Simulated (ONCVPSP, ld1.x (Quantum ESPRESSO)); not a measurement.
# Potentials for Zn (Z = 30) compared

Generated with ld1.x 7.5 (TM, RRKJ, ultrasoft, PAW), atompaw 4.2 or ONCVPSP 4.0.1. The cutoff is in Ry: for ld1.x and atompaw files where the sum of valence levels is converged to 10 mRy in a Bessel basis, for ONCV files where the hardest occupied wave has 1 mHa per electron of residual kinetic energy. The error is the largest all-electron minus pseudo excitation energy over each file’s own four to seven test configurations (ionisations up to +4, promotions, holes and added fractions of an electron), all of which were solved. The labels leave out finer settings (local radius, basis sizes, second energies), which also bear on the numbers. Spin-polarised tests are not counted. The rows are a selection from randomly drawn settings: files with unsolved tests, undetermined cutoffs or missed reference levels are left out.

A true bound ghost makes a file unfit for plane-wave use even where its test errors are small: the radial tests pick states by their node count and pass the ghost by.

| potential | cutoff (Ry) | largest error (meV) | bound ghosts |
| --- | --- | --- | --- |
| ONCV, PBEsol, scalar-relativistic, rc 1.60/1.45/0.80 (spd), local smoothed, core correction yes, reference 3d10 4s2, qcut 4.8/5.6/15.3, projectors 2/2/3 | 235 | -177 | s, p |
| ONCV, PBE, fully relativistic, rc 1.30/0.95/1.10 (spd), local smoothed, core correction yes, reference 3s2 3p6 3d10 4s2, qcut 8.4/15.2/16.7, projectors 3/2/3 | 193 | +45 | none |
| ONCV, PBE, scalar-relativistic, rc 1.10/0.80/0.80 (spd), local d, core correction no, reference 3s2 3p6 3d10 4s1, qcut 10.1/21.8/22.2, projectors 3/3/0 | 328 | -13 | none |
| PAW, BP86, scalar-relativistic, rc 1.15/1.10/1.05 (spd), local smoothed, core correction yes, reference 3s2 3p6 3d10 4s0.5 4p0 | 140 | -39 | none |

Q: Fill in the row for Zn: TM, PBE, scalar-relativistic, rc 1.10/0.60/1.10 (spd), local d, core correction yes, reference 3s2 3p6 3d10 4s0 4p0.

A: cutoff 230 Ry, largest error +2470 meV, bound ghosts: none.

Q: Fill in the row for Zn: ONCV, LDA (Perdew-Zunger), scalar-relativistic, rc 1.10/0.65/0.65 (spd), local d, core correction yes, reference 3s2 3p6 3d10 4s2, qcut 11.6/12.2/16.6, projectors 2/1/0.

A: cutoff 679 Ry, largest error +12 meV, bound ghosts: none.
